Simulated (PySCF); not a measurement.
Si(NHSiH3)2(Cl)2 (Cl2H8N2Si3), SMILES [SiH3]N[Si](N[SiH3])(Cl)Cl.

The structure is a stationary point at B3LYP-D3(BJ)/def2-SVP. One conformer was computed; it need not be the lowest.

Two levels are set side by side: PBE/def2-TZVP (PySCF) and M06-2X/def2-TZVP (PySCF). Same geometry, gas phase. Differences are taken from unrounded values.

```csv
quantity,PBE
orbital gap (eV),5.63
highest occupied level (eV),-6.66
lowest empty level (eV),-1.03
dipole moment (D),1.93
```

**Question.** These are the PBE values. What does M06-2X give? (An estimate is asked for; the answer gives what the named calculation found.)

**Answer.** 
```tsv
quantity	M06-2X	PBE minus M06-2X
orbital gap (eV)	9.89	-4.25
highest occupied level (eV)	-9.36	2.70
lowest empty level (eV)	0.53	-1.56
dipole moment (D)	2.10	-0.17
```

Without exact exchange PBE keeps part of each electron's self-repulsion, which lifts occupied levels and narrows the gap. Differences between two approximate levels are no errors against the true value.

Rough cost on one machine, each run with all the roots and properties that it gave: M06-2X against PBE within a factor of 2.
